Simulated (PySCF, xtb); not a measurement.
AlHFBr, SMILES [F][AlH][Br].

GFN2-xTB in xtb 6.7.1 at its own geometry gives an orbital gap of 4.93 eV and a dipole moment of 2.71 D.

Coordinates come from a ωB97X-D3(BJ)/def2-TZVP optimisation.

### Question
What does PBE/def2-TZVPD (PySCF) give? (The exact figures need the calculation; the answer reports its results.)

### Answer
gap 5.54 eV (levels -7.64 and -2.10 eV), dipole 1.17 D.
